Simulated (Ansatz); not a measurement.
```yaml
crystal:
  periodic: [false, false, false]
  atoms:
    - {symbol: P, position_ang: [1.101359, -3.985746, -0.460355]}
    - {symbol: In, position_ang: [-1.239402, -3.224473, 0.558591]}
    - {symbol: P, position_ang: [-1.134550, -0.656517, 0.080512]}
    - {symbol: In, position_ang: [-3.411720, 0.532034, 0.565832]}
    - {symbol: P, position_ang: [-2.908241, 2.941082, -0.453777]}
    - {symbol: In, position_ang: [3.558567, -3.203283, 0.013480]}
    - {symbol: P, position_ang: [2.920908, -0.625687, -0.084696]}
    - {symbol: In, position_ang: [0.879846, 0.508739, 1.083727]}
    - {symbol: P, position_ang: [0.912874, 2.843722, -0.084411]}
    - {symbol: In, position_ang: [-1.003911, 4.681253, 0.015208]}
    - {symbol: H, position_ang: [1.145068, -5.398822, -0.300856]}
    - {symbol: H, position_ang: [0.963634, -3.989825, -1.875483]}
    - {symbol: H, position_ang: [-2.410329, -3.918760, -0.501785]}
    - {symbol: H, position_ang: [-1.064649, -3.436264, 2.260016]}
    - {symbol: H, position_ang: [-0.920797, -0.530183, -1.322369]}
    - {symbol: H, position_ang: [-4.600373, -0.136776, -0.491166]}
    - {symbol: H, position_ang: [-3.503385, 0.788461, 2.267635]}
    - {symbol: H, position_ang: [-2.984632, 2.824048, -1.868704]}
    - {symbol: H, position_ang: [-4.111036, 3.683234, -0.290563]}
    - {symbol: H, position_ang: [4.520269, -3.506924, -1.384255]}
    - {symbol: H, position_ang: [3.900824, -3.517340, 1.669437]}
    - {symbol: H, position_ang: [2.804418, -0.256257, -1.452681]}
    - {symbol: H, position_ang: [4.068151, 0.158649, 0.218274]}
    - {symbol: H, position_ang: [1.071133, 0.618849, 2.786295]}
    - {symbol: H, position_ang: [1.173867, 2.558343, -1.452581]}
    - {symbol: H, position_ang: [2.164858, 3.447482, 0.217524]}
    - {symbol: H, position_ang: [-1.102755, 5.135948, 1.670943]}
    - {symbol: H, position_ang: [-0.790027, 5.665011, -1.383793]}
basis:
  gaussian: {orbitals: def2-TZVP}
total_charge: -1
magnetization: {spin_polarized: true, initial_magnetization: 1}
hamiltonian: {xc: pbe0, dispersion: d4}
scf: {omitted_lower_state_checks: [starts]}
output: {orbitals: {seedname: orbitals}}
```

```sh
$ ansatz run in.yaml --threads 4 --pin off --events-out ev --progress --plain --max-ram 6963MiB
```

Problem. Does this run fit into the memory that it is given?

Solution. No. It has 543 basis functions, and Ansatz plans for 12 GiB where 7 GiB are given.
